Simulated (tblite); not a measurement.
C5H9OSi (doublet state).
Atom-mapped SMILES: `[O:1][CH2:2][C@H:3]1[CH:4]=[CH:5][CH2:6][SiH2:7]1` (hydrogens: H8, H9 on C2; H10 on C3; H11 on C4; H12 on C5; H13, H14 on C6; H15, H16 on Si7)

Structure optimised with GFN2-xTB, isolated species. This method treats the open shell by occupation alone, without spin polarisation.

(1) Give the optimised bond lengths and angles.

Answers

(1) 
| bond | length (Å) |
| --- | --- |
| O1–C2 | 1.312 |
| C2–C3 | 1.599 |
| C3–C4 | 1.465 |
| C4=C5 | 1.344 |
| C5–C6 | 1.478 |
| C6–Si7 | 1.908 |
| C3–Si7 | 1.917 |
| C2–H8 | 1.107 |
| C2–H9 | 1.106 |
| C3–H10 | 1.086 |
| C4–H11 | 1.082 |
| C5–H12 | 1.081 |
| C6–H13 | 1.096 |
| C6–H14 | 1.089 |
| Si7–H15 | 1.483 |
| Si7–H16 | 1.448 |

A selection of angles:
| angle | degrees |
| --- | --- |
| O1–C2–C3 | 107.5 |
| O1–C2–H8 | 112.2 |
| O1–C2–H9 | 114.4 |
| C3–C2–H8 | 101.6 |
| C3–C2–H9 | 111.7 |
| H8–C2–H9 | 108.8 |
| C2–C3–C4 | 105.4 |
| C2–C3–Si7 | 98.3 |
| C2–C3–H10 | 110.0 |
| C4–C3–Si7 | 104.8 |
| C4–C3–H10 | 113.4 |
| Si7–C3–H10 | 122.9 |
| C3–C4–C5 | 117.0 |
| C3–C4–H11 | 120.4 |
| C5–C4–H11 | 122.4 |
| C4–C5–C6 | 117.9 |
| C4–C5–H12 | 122.1 |
| C6–C5–H12 | 120.0 |
| C5–C6–Si7 | 104.3 |
| C5–C6–H13 | 107.6 |
| C5–C6–H14 | 112.1 |
| Si7–C6–H13 | 108.3 |
| Si7–C6–H14 | 117.4 |
| H13–C6–H14 | 106.6 |
| C6–Si7–H15 | 107.1 |
| C6–Si7–H16 | 122.6 |
| C3–Si7–C6 | 89.9 |
| C3–Si7–H15 | 104.5 |
| C3–Si7–H16 | 122.1 |
| H15–Si7–H16 | 108.3 |

Dihedral angles: O1–C2–C3–C4 -88° (synclinal); C2–C3–C4–C5 85° (synclinal); C3–C4–C5–C6 1° (synperiplanar); C4–C5–C6–Si7 16° (synperiplanar); C5–C6–Si7–C3 -21° (synperiplanar); C2–C3–Si7–C6 -87° (synclinal).

Si7 and O1 aren't drawn bonded (3 bonds apart) but lie 2.42 Å from each other; Cordero's covalent radii sum to 1.77 Å. C5 (carbon bonded to 2 C and H) is planar (angles 122.1°, 120.0° and 117.9°, sum 360.0°, 0.01 Å off the plane of its three neighbours). Of the pairs four or more bonds apart, those above aside, O1···H13 is among the closest relative to their van der Waals radii: 2.29 Å, 84 % of the sum of Bondi's values. C4 (carbon bonded to 2 C and H) is planar (angles 122.4°, 120.4° and 117.0°, sum 359.9°, 0.03 Å off the plane of its three neighbours). The C–C distances run from 1.344 Å (C4=C5, drawn double) to 1.599 Å (C2–C3, drawn single), a spread of 0.255 Å. The 5-membered ring C3–C4–C5–C6–Si7 has internal angles of 89.9° to 117.9°; it is puckered, 0.13 Å rms from its mean plane, widest ring torsion 22°. Si7 (silicon bonded to 2 C and 2 H) has angles from 89.9° to 122.6°.

Point group: C1 (no symmetry element, even within 0.4 Å). Its GFN2-xTB frequencies are all real (lowest 80 cm⁻¹). 3 starts were optimised and ended at 0.00, 4.01 and 4.81 kcal/mol (GFN2-xTB); the lowest of these is shown.

The run took 0.59 s on an AMD EPYC 7R43 with one thread (shared host). This is the geometry optimisation.

One conformer stands for the species.

All values are computed, not measured.
